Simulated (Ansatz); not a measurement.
Calculated with Ansatz (gas phase, PBE0-D4/def2-TZVP geometries, no zero-point term in ΔE). CCSD(T)/CBS is the MP2 limit (def2-TZVPP, def2-QZVPP) plus CCSD(T) − MP2 in def2-TZVPP, frozen cores. This one scheme is used for every species. DFT in def2-TZVPP. B3LYP here is the variant with VWN-RPA as its local correlation; programs differ in this. One conformer a species, not always the lowest.

Consider the ligand exchange at a B–C bond: `BC(B)(C)F` + `C=CN[SiH3]` → `BN([SiH3])C=C` + `BC(C)F`.

```
             level  ΔE (kcal/mol)
           PBE0-D4          -27.9
           ωB97M-V          -30.1
              PBE0          -27.5
             B3LYP          -31.9
CCSD(T)/def2-TZVPP          -32.9
    MP2/def2-QZVPP          -31.5
      HF/CBS(def2)          -39.7
    CCSD/CBS(def2)          -33.3
```

Task: What does CCSD(T)/CBS give? (Estimate.)

Result: Ansatz gave: -32.3 kcal/mol. The listed levels differ from it by 4.4, 2.2, 4.8, 0.4, -0.6, 0.8, -7.4, -1.0 kcal/mol.

Largest T1 diagnostic among the species: 0.013.

In def2-TZVPP, CCSD(T) changes the Hartree–Fock value by +6.9 kcal/mol (the triples alone add +1.0 kcal/mol) and MP2 by +7.9 kcal/mol. From PBE to PBE0 (25 % exact exchange), in def2-TZVPP and without D4, ΔE moves by −1.6 kcal/mol.
